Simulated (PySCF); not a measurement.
A calculated (r2SCAN, PySCF 2.14, x2c-TZVPPall, scalar relativity by spin-free X2C-1e) atom or ion has these occupied shells.

| shell | electrons | orbital energy (eV) | rms radius, mean of both spins (bohr) |
| --- | --- | --- | --- |
| 1s α | 1 | -65178.2 | 0.0215 |
| 1s β | 1 | -65178.2 | 0.0215 |
| 2s α | 1 | -11187.7 | 0.0869 |
| 2s β | 1 | -11187.7 | 0.0869 |
| 2p α | 3 | -9852.9 | 0.0788 |
| 2p β | 3 | -9852.8 | 0.0788 |
| 3s α | 1 | -2574.9 | 0.223 |
| 3s β | 1 | -2574.9 | 0.223 |
| 3p α | 3 | -2172.2 | 0.224 |
| 3p β | 3 | -2172.2 | 0.224 |
| 3d α | 5 | -1680.8 | 0.205 |
| 3d β | 5 | -1680.8 | 0.205 |
| 4s α | 1 | -539.67 | 0.498 |
| 4s β | 1 | -539.63 | 0.498 |
| 4p α | 3 | -406.27 | 0.530 |
| 4p β | 3 | -406.23 | 0.530 |
| 4d α | 5 | -229.51 | 0.577 |
| 4d β | 5 | -229.46 | 0.577 |
| 5s α | 1 | -87.992 | 1.20 |
| 5s β | 1 | -87.577 | 1.20 |
| 5p α | 3 | -56.038 | 1.41 |
| 5p β | 3 | -55.426 | 1.41 |
| 4f α | 7 | -36.622 | 0.763 |
| 4f β | 7 | -36.463 | 0.763 |
| 5d α | 1 | -20.781 | 2.17 |
| 6p α | 1 | -14.400 | 3.87 |

Name the element and its charge.

Hf²⁺ (hafnium, charge +2), in [Xe] 4f14 5d1 6p1, one real determinant (an excited configuration).
